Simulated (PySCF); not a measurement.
# Structure from 2D NMR

Compound of formula C4H8ClFSi2. Correlations simulated from computed shifts and the bond graph:

HSQC (one-bond C–H):
```
  δH     δC
6.69  145.8
6.60  139.1
6.51  145.8
5.94  101.1
0.97    3.8
0.67    3.8
```

COSY cross peaks (H two or three bonds apart, from the bond graph; peaks can be absent where the dihedral angle is near 90°):
```
  δH    δH
6.69  6.60
6.69  6.51
6.60  6.51
5.94  4.76
5.94  4.69
4.76  4.69
4.76  0.97
4.76  0.67
4.69  0.97
4.69  0.67
0.97  0.67
```

HMBC (two and three bonds, from the bond graph):
```
  δH                 δC
6.69              139.1
6.60  145.8, 101.1, 3.8
6.51              139.1
5.94         139.1, 3.8
4.76         101.1, 3.8
4.69         101.1, 3.8
0.97       139.1, 101.1
0.67       139.1, 101.1
```

Non-relativistic, one conformer, no solvent. GFN2-xTB structure; GIAO PBE0/pcSseg-1 shieldings; PySCF 2.14.

δ = σ(ref) − σ, references computed at the same level: 1H (σref 31.72), 13C (σref 186.93) against TMS.

Exchangeable hydrogens are left out of these lists.

Question: Work out the connectivity.

Answer: `C=C[Si@@]1(Cl)C[SiH2][C@H]1F`.

Numbering as in the mapped SMILES `[CH2:1]=[CH:2][Si@@:3]1([Cl:4])[CH2:5][SiH2:6][C@H:7]1[F:8]`. Each H is labelled by its parent atom. Ha(C5), Ha(Si6) are cis to F8 on the ring; Ha(C1) is cis to Si3; Hb(C5), Hb(Si6) are trans to F8 on the ring; Hb(C1) is trans to Si3.

- δC 145.8 is C1, a terminal =CH2 carbon (δH 6.51, 6.69).
- δC 139.1 is C2, an alkene CH (δH 6.60).
- δC 101.1 is C7, an sp3 CH bonded to F and 2 Si (δH 5.94).
- δC 3.8 is C5, an sp3 CH2 bonded to 2 Si (δH 0.67, 0.97).
- COSY links 6.69–6.60, 6.69–6.51, 6.60–6.51, 5.94–4.76, 5.94–4.69, 4.76–4.69.

This is the structure that produced the data.

Shifts are as computed. Against solution values, carbons near 30 ppm lie about +3 ppm off and those near 130 ppm about +5 ppm. Of 1309 compounds with measured shifts, 239 miss one by over three times the rms of a fit or turn the order of signals round; such compounds aren't used in these exercises.
